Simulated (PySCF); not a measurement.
A calculated (UHF, PySCF 2.14, x2c-TZVPPall with one added diffuse shell each of s, p, d, f type, the spin-free X2C one-electron Hamiltonian (Gaussian nucleus)) atom or ion has these occupied shells.

```json
{"shell": "1s α", "electrons": "1", "orbital energy (eV)": "-31990.8", "rms radius, mean of both spins (bohr)": "0.0318"}
{"shell": "1s β", "electrons": "1", "orbital energy (eV)": "-31990.6", "rms radius, mean of both spins (bohr)": "0.0318"}
{"shell": "2s α", "electrons": "1", "orbital energy (eV)": "-5019.4", "rms radius, mean of both spins (bohr)": "0.130"}
{"shell": "2s β", "electrons": "1", "orbital energy (eV)": "-5019.4", "rms radius, mean of both spins (bohr)": "0.130"}
{"shell": "2p α", "electrons": "3", "orbital energy (eV)": "-4504.0", "rms radius, mean of both spins (bohr)": "0.116"}
{"shell": "2p β", "electrons": "3", "orbital energy (eV)": "-4503.9", "rms radius, mean of both spins (bohr)": "0.116"}
{"shell": "3s α", "electrons": "1", "orbital energy (eV)": "-1056.3", "rms radius, mean of both spins (bohr)": "0.343"}
{"shell": "3s β", "electrons": "1", "orbital energy (eV)": "-1056.2", "rms radius, mean of both spins (bohr)": "0.343"}
{"shell": "3p α", "electrons": "3", "orbital energy (eV)": "-884.30", "rms radius, mean of both spins (bohr)": "0.343"}
{"shell": "3p β", "electrons": "3", "orbital energy (eV)": "-884.09", "rms radius, mean of both spins (bohr)": "0.343"}
{"shell": "3d α", "electrons": "5", "orbital energy (eV)": "-623.14", "rms radius, mean of both spins (bohr)": "0.322"}
{"shell": "3d β", "electrons": "5", "orbital energy (eV)": "-623.07", "rms radius, mean of both spins (bohr)": "0.322"}
{"shell": "4s α", "electrons": "1", "orbital energy (eV)": "-212.95", "rms radius, mean of both spins (bohr)": "0.814"}
{"shell": "4s β", "electrons": "1", "orbital energy (eV)": "-212.55", "rms radius, mean of both spins (bohr)": "0.814"}
{"shell": "4p α", "electrons": "3", "orbital energy (eV)": "-157.03", "rms radius, mean of both spins (bohr)": "0.878"}
{"shell": "4p β", "electrons": "3", "orbital energy (eV)": "-156.57", "rms radius, mean of both spins (bohr)": "0.878"}
{"shell": "4d α", "electrons": "5", "orbital energy (eV)": "-72.621", "rms radius, mean of both spins (bohr)": "1.04"}
{"shell": "4d β", "electrons": "5", "orbital energy (eV)": "-72.282", "rms radius, mean of both spins (bohr)": "1.04"}
{"shell": "5s α", "electrons": "1", "orbital energy (eV)": "-39.583", "rms radius, mean of both spins (bohr)": "2.14"}
{"shell": "5s β", "electrons": "1", "orbital energy (eV)": "-34.541", "rms radius, mean of both spins (bohr)": "2.14"}
{"shell": "5p α", "electrons": "2", "orbital energy (eV)": "-27.319", "rms radius, mean of both spins (bohr)": "2.51"}
```

Task: Name the element and its charge.

Result: Te²⁺ (tellurium, charge +2), in [Kr] 4d10 5s2 5p2, high-spin 3P determinant.
